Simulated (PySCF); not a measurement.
F (fluorine, neutral) across methods

[He] 2s1 2p6, 2S determinant (an excited configuration). Calculation: PySCF 2.14, in aug-cc-pCVTZ-DK; scalar relativity by spin-free X2C-1e.

```csv
method,E (hartree),mean ε 2s α (eV),mean ε 2p α (eV),mean ε 2p β (eV),Σ⟨r²⟩ (bohr²),⟨S²⟩
UHF,-98.61246,-47.268,-22.380,-16.271,10.88,0.775
TPSS,-99.1317,-32.221,-12.596,-10.654,10.98,0.754
BHandHLYP,-99.0432,-39.527,-17.657,-14.034,10.91,0.760
M06-2X,-99.0581,-38.632,-17.402,-14.705,10.90,0.756
PBE,-99.0568,-31.425,-12.407,-10.652,11.07,0.754
PBE0,-99.0160,-35.505,-15.005,-12.357,10.94,0.756
LDA,-98.5170,-31.119,-12.546,-10.876,11.09,0.753
B3LYP,-99.1265,-34.687,-14.625,-12.182,11.01,0.756
```

**Question.** Estimate the same row for r2SCAN.

**Answer.** E (hartree) = -99.0509; mean ε 2s α (eV) = -33.412; mean ε 2p α (eV) = -13.189; mean ε 2p β (eV) = -10.906; Σ⟨r²⟩ (bohr²) = 10.90; ⟨S²⟩ = 0.757.
